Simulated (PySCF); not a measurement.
# Computed properties of Hf(Cl)2(Me)2 (C₂H₆Cl₂Hf), SMILES [CH3][Hf]([CH3])([Cl])[Cl], multiplicity 1

Hf(Cl)2(Me)2 (C₂H₆Cl₂Hf), SMILES [Cl][Hf]([CH3])([CH3])[Cl], multiplicity 1. The structure is a stationary point at PBE0-D3(BJ)/def2-SVP. The spin state was assumed, not searched. The def2 effective core potentials stand for the cores of Hf; spin–orbit coupling is left out. Other conformers were not sampled. All values are computed for the isolated molecule unless a solvent is named; none is compared with measurement here.

**Structure.** The optimised structure has C2v symmetry. All 27 harmonic modes at PBE0-D3(BJ)/def2-SVP (PySCF) are real, so it is a minimum. With heavy atoms numbered as in [Hf:1]([Cl:2])([Cl:3])([CH3:4])[CH3:8], the shortest bond between them is Hf1–C4 at 2.185 Å and the longest Hf1–Cl2 at 2.355 Å.

**Vibrations.** The strongest infrared lines (harmonic, unscaled, degenerate partners summed) lie at 518 cm⁻¹ (79 km/mol, C 60 %, H 30 %, Hf 10 %), 534 cm⁻¹ (58 km/mol, C 49 %, H 44 %), 372 cm⁻¹ (55 km/mol, Cl 70 %, Hf 21 %, H 8 %). The softest mode is at 86 cm⁻¹ and the zero-point energy is 44.3 kcal/mol.

**Electronic structure.** PBE0/def2-TZVP (PySCF) places the frontier levels at -8.15 and -1.43 eV, a gap of 6.72 eV, and gives a dipole moment of 1.53 D and a mean polarisability of 89.7 bohr³. PBE/def2-TZVP (PySCF) at the same geometry gives -6.79 and -2.33 eV, so its gap is 2.26 eV narrower. An orbital gap is neither the optical nor the fundamental gap.

**Excitations.** TDA-M06-2X/def2-SVPD (PySCF) has S1 at 4.81 eV (258 nm, f = 0.001, dark); the most intense of the 10 singlets computed lies at 6.17 eV (f = 0.01). T1 (TDA) is at 4.56 eV, 0.25 eV under S1. TDA-PBE/def2-SVPD (PySCF) puts S1 at 4.47 eV. No vertical singlet excitation falls in the visible range (under 3.1 eV).
